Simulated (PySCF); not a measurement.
SMILES [SiH2](CC=C)c1ccccc1 (C9H12Si), singlet (GFN2-xTB optimised geometry):

```
22

C     -3.786    -3.347    -1.361
C     -3.305    -2.769    -0.275
C     -2.586    -1.470    -0.254
Si    -0.715    -1.751     0.009
C      0.206    -0.102     0.000
C     -0.443     1.129     0.001
C      0.269     2.316     0.003
C      1.653     2.294     0.002
C      2.318     1.078     0.000
C      1.598    -0.102     0.000
H     -3.704    -2.883    -2.330
H     -4.284    -4.301    -1.330
H     -3.398    -3.261     0.685
H     -2.753    -0.939    -1.192
H     -2.976    -0.852     0.556
H     -0.199    -2.605    -1.068
H     -0.496    -2.418     1.302
H     -1.524     1.163     0.000
H     -0.257     3.261     0.004
H      2.211     3.218     0.002
H      3.398     1.054    -0.001
H      2.122    -1.047    -0.001
```

Method: PBE0/def2-SVP in PySCF.

Q: What are the frontier orbital energies and the dipole moment?

A: HOMO-2 -7.40 eV, HOMO-1 -7.34 eV, HOMO -7.04 eV, LUMO -0.47 eV, LUMO+1 -0.15 eV; dipole moment 0.86 D.

Meta-Löwdin charges at PBE0/def2-SVP: C1 -0.25, C2 -0.08, C3 -0.41, Si4 0.62, C5 -0.22, C6 -0.10, C7 -0.11, C8 -0.10, C9 -0.11, C10 -0.10, H11 0.10, H12 0.11, H13 0.10, H14 0.11, H15 0.11, H16 -0.10, H17 -0.11, H18 0.10, H19 0.11, H20 0.11, H21 0.11, H22 0.10.
